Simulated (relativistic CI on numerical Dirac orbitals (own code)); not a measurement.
# Slater and spin-orbit integrals, F I

These numbers are calculated, not measured: Dirac-Coulomb-Breit CI, separate exchange-only KLI orbitals for each configuration, a model potential for QED, valence Slater integrals scaled by 0.85, P86 correlation energy added to each configuration (own radial code, finite nucleus).

Slater integrals F^k, G^k are unscaled and averaged over j, outside the closed core 1s2; ζ comes from projecting the Hamiltonian with its Breit term on Σ l·s of the shell.

- 2s2 2p5: ζ(2p) = 261.15 cm⁻¹; <r>(2p) = 1.086, <r^2>(2p) = 1.55 (bohr units).
- 2s2 2p4 3s: F^2(2p,2p) = 93223, ζ(2p) = 310.64, G^1(2p,3s) = 2529.5 cm⁻¹; <r>(2p) = 0.9831, <r^2>(2p) = 1.241, <r>(3s) = 4.699, <r^2>(3s) = 25.73 (bohr units).
- 2s2 2p4 3p: F^2(2p,2p) = 93572, ζ(2p) = 311.45, F^2(2p,3p) = 3396.4, G^0(2p,3p) = 1154.3, G^2(2p,3p) = 1040.5, ζ(3p) = 6.3082 cm⁻¹; <r>(2p) = 0.9795, <r^2>(2p) = 1.228, <r>(3p) = 6.483, <r^2>(3p) = 48.73 (bohr units).

In this model ζ of a weakly bound d, f or g electron outside closed shells comes out too small, for d by up to a factor of two or three and at times with the wrong sign; that of an outer p electron is too small as well.

For a near-neutral ion this model can misplace configurations by up to about 10,000 cm⁻¹ (more where the count of f electrons changes) and terms by 10 to 25 % of their spread. Rates follow the energies as ν³ (E1, M1) or ν⁵ (E2), so they and the lifetimes can be off by large factors. The fine structure of a lone outer electron comes out too small, for d and f at times inverted, and misplaced configurations move strength between like terms. 17 of the 19 excited levels that our extract of the measured tables holds in this range could be paired (the sources list more); they are missed by 4648 cm⁻¹ on average and 5296 at most, and levels without a partner can miss by more.

Averages of the first 9 configurations, taken without configuration mixing, which lowers the lowest level and can move excited configurations by several eV; other configurations of the list can lie among them:

```json
{"Configuration": "2s2 2p5", "Parity": "odd", "States": "6", "Average energy above the lowest level (eV)": "0.0"}
{"Configuration": "2s2 2p4 3s", "Parity": "even", "States": "30", "Average energy above the lowest level (eV)": "13.4"}
{"Configuration": "2s2 2p4 3p", "Parity": "odd", "States": "90", "Average energy above the lowest level (eV)": "15.1"}
{"Configuration": "2s 2p6", "Parity": "even", "States": "2", "Average energy above the lowest level (eV)": "24.2"}
{"Configuration": "2s2 2p4 4s", "Parity": "even", "States": "30", "Average energy above the lowest level (eV)": "16.3"}
{"Configuration": "2s2 2p4 3d", "Parity": "even", "States": "150", "Average energy above the lowest level (eV)": "16.4"}
{"Configuration": "2s2 2p4 4p", "Parity": "odd", "States": "90", "Average energy above the lowest level (eV)": "16.7"}
{"Configuration": "2s2 2p4 4d", "Parity": "even", "States": "150", "Average energy above the lowest level (eV)": "17.2"}
{"Configuration": "2s2 2p4 4f", "Parity": "odd", "States": "210", "Average energy above the lowest level (eV)": "17.4"}
```
